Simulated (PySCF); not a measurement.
Relaxation of singlet CI₄

Computed with B3LYP in PySCF with C def2-SVP, I def2-SVP with ECP28; scalar-relativistic core potentials, no spin–orbit coupling; density-fitted integrals. A (50,194) grid was used.

A hand-made tetrahedral start, of Td symmetry, held to at least that symmetry:

```xyz
5
charge 0 multiplicity 1, angstrom
C     0.0000    0.0000    0.0000
I     1.6983    0.0000    1.2009
I    -1.6983    0.0000    1.2009
I     0.0000    1.6984   -1.2009
I     0.0000   -1.6983   -1.2009
```

Q: What forces act on the atoms at the start (eV/Å)?

A: 
```tsv
atom	Fx	Fy	Fz
C1	0.00	0.00	0.00
I2	1.91	0.00	1.35
I3	-1.91	0.00	1.35
I4	0.00	1.91	-1.35
I5	0.00	-1.91	-1.35
```

Q: What does it relax to?

A: It ends at Td with C–I 2.198 Å (×4); I–C–I 109.5° (×6). The frequency run here used a shortcut that can spoil soft modes, so no verdict on minimum or saddle point is given. Other isomers or separated fragments may lie lower.

Q: How much energy is released, and in how many steps?

A: 48.6 kJ/mol in 4 steps.

The relaxation took of the order of 100 core-seconds on a shared host.
